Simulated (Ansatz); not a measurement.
`CB[SiH2][SiH2]F` → `CB[SiH3]` + `F[SiH]`  (silylene formation by 1,1-elimination)

Program: Ansatz. Geometries: PBE0-D4/def2-TZVP. ΔE: electronic, gas phase. CBS: MP2 limit from def2 TZ/QZ plus the TZ coupled-cluster correction, frozen cores. This one scheme is used for every species. Functionals use def2-TZVPP. B3LYP here is the variant with VWN-RPA as its local correlation; programs differ in this. One conformer a species, not always the lowest.

```tsv
level	ΔE (eV)
PBE0-D4	2.30
B3LYP-D4	2.05
B2PLYP	2.01
PBE0	2.22
r2SCAN0	2.34
HF/def2-SVP	1.86
CCSD/def2-TZVPP	2.00
HF/def2-QZVPP	1.88
```

Question: What does CCSD(T)/CBS give? (An estimate is asked.)

Answer: Computed: +2.11 eV. The listed levels differ from it by 0.19, -0.06, -0.10, 0.11, 0.23, -0.25, -0.11, -0.23 eV.

Largest T1 diagnostic among the species: 0.015.

Leaving LDA and LC-ωPBE aside and taking each functional with its dispersion term where it has one, the values, not all of them listed here, spread over 0.43 eV, from BLYP-D4 to r2SCAN0-D4. LDA lies +0.30 eV from PBE without D4. At CCSD(T), def2-SVP lies −0.20 eV from the extrapolated value and def2-TZVPP −0.07 eV.

CCSD(T)/CBS has its own doubt, a few kJ/mol and more with outer-core shells, so smaller differences from it don't rank the levels.
